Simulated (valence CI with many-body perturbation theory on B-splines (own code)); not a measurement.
# Questions on Re³⁺

Calculated by relativistic CI+MBPT: four valence electrons over a frozen Dirac-Fock core [Xe] 4f14, a basis of 7 s, 7 p, 8 d, 6 f, 4 g, 1 h functions for each j, with the one-electron correlation potential Σ1 (screened to all orders), the two-electron term Σ2, the three-electron term Σ3, Breit, model QED; selected single and double excitations, second order for the rest, scaled by the run's own slope (own B-spline code, finite nucleus).

Against 32 measured levels this calculation errs by 482 cm⁻¹ on average and by 1062 at most. Only levels of the ground parity were solved; by the run's estimate the other parity begins above the list, which can be wrong where configurations are misplaced.

Names give the largest LS component (configuration and term), which can be under half, so a name can repeat, a term be missing and a line seem to break the LS rules; names also repeat where a configuration has a term twice.

Rates and lifetimes use the calculated energies. Strong lines usually hold to 10 to 20 %, long lifetimes can be off by a factor of two.

Problem. What is the ground level?

Solution. 5d⁴ ⁵D_0, composition 70 % 5d⁴ ⁵D + 27 % 5d⁴ ³P.

Problem. How is the term ⁵D of the ground level split?

Solution. J = 0 at 0.0, J = 1 at 2892, J = 2 at 5713, J = 3 at 8102, J = 4 at 9966 cm⁻¹.

Problem. What is the ionisation energy?

Solution. 39.943 eV; NIST lists 39.1 ± 1.7 eV (theoretical).

Problem. How well does LS coupling describe the low levels?

Solution. Among the lowest 20 levels the leading LS term, summed over configurations, holds 69 % on average. For single configurations the figures are 67 % in LS and 62 % in jj coupling. Terms mix most in the J = 4 level at 26331 cm⁻¹, where the leading one holds 33 %.
